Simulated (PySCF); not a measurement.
**Ionisation energy of Mn³⁺ by level of theory**

Mn³⁺ [Ar] 3d4 [3d3/2^4, M_J = 0] → Mn⁴⁺ [Ar] 3d3 [3d3/2^3, M_J = 3/2], as a difference of total energies. Calculation: PySCF 2.14, in x2c-TZVPPall-2c (6s7p4d2f1g, 70 functions); the two-component X2C-1e Hamiltonian. Correlated levels: [Ne] frozen. "Screened" scales the spin-orbit matrix elements by Boettger's factors to mimic the two-electron term; Breit and QED terms are absent.

```csv
method,ionisation energy (eV)
GHF (spin-free),50.226
GMP2 (spin-free),51.295
GHF (screened spin-orbit),50.191
GMP2 (screened spin-orbit),51.261
```

**Question.** How much does correlation contribute at GMP2 (screened spin-orbit)?

**Answer.** 51.261 − (50.191) = 1.070 eV, measured against GHF (screened spin-orbit).

Errors of the correlated levels include the incompleteness of this basis and the frozen core.

The labels give the starting determinants; with spin-orbit coupling the two ends relaxed to ⟨J²⟩ = 3.92, ⟨L²⟩ = 6.00, ⟨S²⟩ = 6.00 and ⟨J²⟩ = 6.63, ⟨L²⟩ = 12.00, ⟨S²⟩ = 3.75.

The determinant of Mn³⁺ and of Mn⁴⁺ mixes levels of different J (the jj label is only the starting occupation), so the difference between spin-free and spin-orbit rows is not the physical spin-orbit shift.

For comparison: 51.21 ± 0.12 eV (semi-empirical (NIST evaluation); NIST Atomic Spectra Database, ionization energies).
